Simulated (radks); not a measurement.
The numbers below are computed, except where a source is named.
Neutral tungsten inside a hard spherical wall (all orbitals vanish at R), configuration held at [Xe] 4f14 5d4 6s2 and not refilled when levels cross. Code: a radial shooting solver on a logarithmic mesh with Libxc functionals. Model: scalar-relativistic Kohn-Sham, LDA (Slater exchange, Perdew-Wang correlation), spin-polarised, spherical densities, point nucleus; open shells are filled with parallel spins first (spin-orbit coupling, left out, can overturn this in heavy ions). Eigenvalues in eV for spin up, with the zero of energy where the potential of the charges vanishes at infinity; a dash marks a level that is unbound or too diffuse for the functional's potential to be trusted. A positive occupied level is held by the wall or, in an anion where self-interaction has pushed it up, behind a barrier. The pressure on the wall is -dE/dV.

R (bohr)  E (hartree)  kinetic (hartree)    e(5p)    e(4f)   e(6s)   e(5d)  e(6p, empty)  e(7s, empty)  pressure (GPa)
free      -16133.1712          17775.380  -43.952  -33.313  -6.401  -5.417        -1.680        -0.063               0
20        -16133.1712          17775.380  -43.952  -33.313  -6.401  -5.417        -1.680         0.029        < 0.0001
15        -16133.1712          17775.380  -43.952  -33.313  -6.401  -5.417        -1.677         0.247        < 0.0001
12        -16133.1711          17775.381  -43.948  -33.310  -6.398  -5.414        -1.657         0.718        0.000618
10        -16133.1708          17775.385  -43.923  -33.284  -6.377  -5.391        -1.576         1.583          0.0105
5         -16133.0053          17776.294  -40.758  -29.925  -3.127  -2.516         4.051        22.664            19.6
2.5       -16126.8097          17799.703  -14.511    0.740  57.625  29.464        83.397        207.04            4480
1.5       -16070.5773          17983.402   104.61   102.95  391.68  180.99        453.75        905.14          184000
